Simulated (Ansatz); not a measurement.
The same molecule with X = S, Se, Te. Ansatz, PBE0-D4/def2-TZVP geometries, multiplicity 1. Each molecule was computed in one conformer, which needn't be the lowest.

Elements past krypton have def2 core potentials. Scalar relativity is left out up to krypton.

```
 X      molecule  mean X–C bond length / Å  mean X–H bond length / Å  HOMO energy (B3LYP/def2-TZVPP) / eV  HOMO energy (PBE/def2-TZVPP) / eV  size of the dipole moment (PBE/def2-TZVPP) / D
 S      `NC(F)S`                     1.827                     1.344                                -7.09                              -6.02                                            1.86
Te  `NC(F)[TeH]`                     2.201                     1.657                                -6.13                              -5.26                                            2.24
```

Question: Give the row for X = Se, `NC(F)[SeH]`. (An estimate is asked.)

Answer: Computed: 
```
 X      molecule  mean X–C bond length / Å  mean X–H bond length / Å  HOMO energy (B3LYP/def2-TZVPP) / eV  HOMO energy (PBE/def2-TZVPP) / eV  size of the dipole moment (PBE/def2-TZVPP) / D
Se  `NC(F)[SeH]`                     1.987                     1.469                                -6.66                              -5.67                                            1.92
```

From S to Te the mean X–C bond length rises at each step, by 0.374 Å in all; the mean X–H bond length rises at each step, by 0.313 Å in all; the HOMO energy (B3LYP/def2-TZVPP) rises at each step, by 0.96 eV in all; the HOMO energy (PBE/def2-TZVPP) rises at each step, by 0.76 eV in all. Bonds lengthen as the atom grows down the group. Dipoles are sizes alone, and their direction can turn along the series.

B3LYP here is the variant with VWN-RPA as its local correlation; programs differ in this.

Spin–orbit coupling is left out; it splits and shifts lone-pair levels of the heavy atoms by tenths of an eV.
